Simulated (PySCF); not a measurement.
H4Si, triplet, at a GFN2-xTB geometry (a higher spin typed on purpose: for a closed-shell molecule this is an excited state). Base run: PySCF with PBE/aug-cc-pVDZ.

The PySCF input:
```python
from pyscf import gto, scf, dft, solvent

mol = gto.Mole()
mol.atom = '''
    Si    0.00000000   -0.00000000    0.00000000
    H     0.20342110    1.47608192   -0.01276436
    H    -1.35130959    0.19139784    0.59807205
    H     1.35130959   -0.19139784   -0.59807205
    H    -0.20342110   -1.47608192    0.01276436
'''
mol.basis = 'aug-cc-pvdz'
mol.spin = 2
mol.verbose = 4
mol.build()

mf = dft.UKS(mol)
mf.xc = 'pbe'
mf.kernel()
```

The base run was repeated with changes; each row names its change, and settings that it needs were set with it.

```csv
change,ΔE vs base (kcal/mol)
base,0.000
model = ddCOSMO; solvent = n-hexane,-0.033
model = IEF-PCM; solvent = n-hexane; lebedev_order = 11,-0.123
model = C-PCM; solvent = n-hexane,-0.133
model = IEF-PCM; solvent = n-hexane,-0.108
model = IEF-PCM; solvent = chloroform,-0.208
model = IEF-PCM; solvent = toluene,-0.140
model = IEF-PCM; solvent = 2-propanol,-0.271
model = IEF-PCM; solvent = n-hexane; vdw_scale = 1.0,-0.381
model = SS(V)PE; solvent = n-hexane,-0.108
model = IEF-PCM; solvent = n-hexane; vdw_scale = 1.1,-0.199
model = IEF-PCM; solvent = n-hexane; vdw_scale = 1.4,-0.034
```

The base is the gas phase, so ΔE is the electrostatic part of solvation at a fixed geometry, without cavity and dispersion terms.

Open shells are given as the SCF converged; they aren't shown to be the lowest states, and a large step between rows can be another state.
